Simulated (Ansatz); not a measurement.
The cluster Ge₅Se⁻, relaxed as a doublet with UKS r2SCAN-D4/def2-SVPD in Ansatz, starting from the r2SCAN-D4/def2-SVP geometry of the neutral singlet. Force threshold 0.02 eV/Å.

The relaxation made no stability test and no search for a lower SCF solution. Another isomer (singlet) lies 0.04 eV lower at PBE0-D4/def2-TZVP; other spin states weren't run for this one.

Start:

Cartesian coordinates in Å:
```
Ge -0.2569 0.8344 -1.2792
Ge 0.7120 -1.3839 -0.0803
Ge 2.3539 0.2830 -0.0686
Ge -1.6705 -1.4356 -0.7619
Ge 0.5953 1.3308 1.3260
Se -1.7337 0.3712 0.8641
```

```
        step   energy (eV)  largest force component (eV/Å)  SCF passes
           1  -347901.7894                           1.006          28
           2  -347902.1074                           0.506          37
           3  -347902.2523                           0.366          40
           4  -347902.3160                           0.394          37
           5  -347902.3479                           0.213          31
6 (rejected)  -347902.3058                           0.373          36
           7  -347902.3622                           0.044          31
           8  -347902.3624                           0.033          29
           9  -347902.3625                           0.013          27
```

Force components are those of the run's own axes.

End:

Cartesian coordinates in Å:
```
Ge -0.1704 0.7890 -1.2398
Ge 0.8560 -1.6484 -0.5478
Ge 2.1895 0.2483 0.1202
Ge -1.6138 -1.4557 -0.5363
Ge 0.5030 1.5159 1.3383
Se -1.7644 0.5508 0.8654
```

By distances, no bond broke or formed. The bond that changes most is Ge1–Ge3, from 2.93 to 2.78 Å (atoms count from 1).

No frequencies were taken in this run, so the end may be a saddle point.

Run time 2.7 min (4 threads of Arm Neoverse V2 on a shared host), peak host memory 0.64 GiB.
